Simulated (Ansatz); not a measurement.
## Which is lower?

The two ends of one reaction step of BHCl₃F, singlet (PBE0-D4/def2-TZVP).

A:

```xyz
6
angstrom
B 0.0254 0.7313 -0.6434
Cl 1.6395 0.0698 -0.4608
Cl -1.0227 0.0950 -1.8652
Cl -0.4773 2.0425 0.3688
H 0.3694 -1.4903 1.2085
F -0.5341 -1.4482 1.3922
```

B:

B1  (-0.977, 0.416, -0.124)
Cl2  (2.230, -0.569, -0.049)
Cl3  (-1.244, 0.073, -1.807)
Cl4  (-0.695, 2.034, 0.444)
H5  (1.714, -1.387, 0.790)
F6  (-1.029, -0.568, 0.746)
(Å)

Ansatz 0.2.0; basis: def2-TZVPP; cores frozen in the correlated methods. B3LYP uses VWN-RPA correlation.

Question: Which structure is lower at CCSD(T), and by how much? (To be estimated.)

Answer: The calculation gives: B, by 58.9 kJ/mol (electronic energy, against the other). By their contacts, A is a complex of BCl₃ ([Cl][B]([Cl])[Cl]) + HF and B is a complex of BCl₂F ([F][B]([Cl])[Cl]) + HCl.

All methods give the same order:

| method | E(B) − E(A) (kJ/mol) |
| --- | --- |
| SPW92 | -52.7 |
| PBE-D4 | -50.4 |
| BLYP-D4 | -58.7 |
| r2SCAN-D4 | -58.8 |
| B97M-V | -63.9 |
| PBE0-D4 | -53.4 |
| B3LYP-D4 | -61.4 |
| r2SCAN0-D4 | -59.3 |
| BHLYP-D4 | -66.0 |
| CAM-B3LYP-D4 | -66.9 |
| wB97X-V | -60.8 |
| wB97M-V | -60.0 |
| B2PLYP | -60.5 |
| PBE-QIDH | -54.2 |
| RPA on PBE | -61.0 |
| HF | -78.8 |
| MP2 | -50.7 |
| CCSD | -62.7 |
| CCSD(T) | -58.9 |

The T1 diagnostic stays at or below 0.011.

Labels in which every atom is bracketed show which atoms are joined, not bond orders.

For scale, one of the runs: CCSD(T)/def2-TZVPP, 202 basis functions (an equivalent command: `ansatz run in.yaml --threads 4`). The run took 44 s on 4 CPU threads (shared host), with 2.4 GiB of host memory at its peak.
